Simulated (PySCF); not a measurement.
Below is a simulated gas-phase C 1s photoelectron spectrum of 1-fluorohexane, `CCCCCCF`.

Every computed line was given a Gaussian of 0.4 eV full width at half maximum and an area set by the number of equivalent atoms; the highest printed point is 100. The calculation used delta-SCF UKS SCAN, pcX-2 on the ionised atom, pcseg-1 elsewhere, spin-free X2C in PySCF.

binding energy (eV), intensity and a bar:
```
    289.9          1 
    290.0          3 #
    290.1         11 ###
    290.2         30 #########
    290.3         62 ##################
    290.4         91 ###########################
    290.5        100 ##############################
    290.6         86 ##########################
    290.7         61 ##################
    290.8         38 ###########
    290.9         20 ######
    291.0          9 ###
    291.1          3 #
    291.2          1 
    291.3          0 
    291.4          0 
    291.5          0 
    291.6          0 
    291.7          0 
    291.8          0 
    291.9          0 
    292.0          0 
    292.1          0 
    292.2          0 
    292.3          0 
    292.4          0 
    292.5          1 
    292.6          3 #
    292.7          8 ###
    292.8         17 #####
    292.9         23 #######
    293.0         23 #######
    293.1         16 #####
    293.2          8 ##
    293.3          3 #
    293.4          1 
    293.5          0
```

**Question.** Count the maxima, the lines and the sites behind this envelope.

**Answer.** The curve has 2 maxima (at 290.5 and 292.9 eV). Under it lie 6 lines from 6 inequivalent carbon sites. At this width some lines have no maximum of their own.

**Question.** Decompose the envelope and assign each component. Numbering: `[CH3:1][CH2:2][CH2:3][CH2:4][CH2:5][CH2:6][F:7]`.

**Answer.** 
| position (eV) | relative area | line | atoms | environment |
| --- | --- | --- | --- | --- |
| 290.41 | 1 | C 1s | C3 | chain CH2 carbon |
| 290.45 | 1 | C 1s | C4 | chain CH2 carbon |
| 290.47 | 1 | C 1s | C2 | chain CH2 carbon |
| 290.52 | 1 | C 1s | C1 | methyl carbon |
| 290.75 | 1 | C 1s | C5 | chain CH2 carbon |
| 292.95 | 1 | C 1s | C6 | sp3 C–F carbon |

The listed C 1s values span 2.54 eV, from C3 (bonded to 2 C and 2 H) to C6 (bonded to F, C and 2 H). The values 290.41, 290.45 and 290.47 eV lie too close for their order to be trusted.

Shake-up satellites, vibrational structure and lifetime widths aren't simulated. Isolated species at its PBE0-D3(BJ)/def2-SVP geometry (one conformer only).

The run took 90 s wall, 61 s CPU on an x86-64 server with one thread, shared host.

Conformer computed: `[CH3:1][CH2:2][CH2:3][CH2:4][CH2:5][CH2:6][F:7]`: C1–C2–C3–C4 180°, C2–C3–C4–C5 180°, C3–C4–C5–C6 -178°, C4–C5–C6–F7 60°.
